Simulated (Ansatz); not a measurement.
Two shapes of singlet H3(+).

Shape 1:

```xyz
3

H     0.4889   -0.0161    0.0336
H    -0.2174    0.4288    0.0058
H    -0.2279   -0.4709    0.0324
```

Shape 2:

```xyz
3

H     0.4804    0.0000    0.0000
H    -0.2402    0.4161    0.0000
H    -0.2402   -0.4161    0.0000
```

Basis set: def2-TZVP (spherical functions). All electrons are correlated. Charge 1, multiplicity 1.

Computed with Ansatz (development build ahead of 0.2.0); each method stands on the lowest determinant of its kind that the runs found.

Question: Which shape is lower in energy, and by how much in each method?

Answer:

```tsv
method	E(2) − E(1) (eV)
RHF	0.008
RHF-MP2	0.013
```

Shape 1 is lower. Caution: stretched shape with no unrestricted run beside it, a lower state can exist. Caution for RHF-MP2: bonds are stretched, where a single reference can fail.
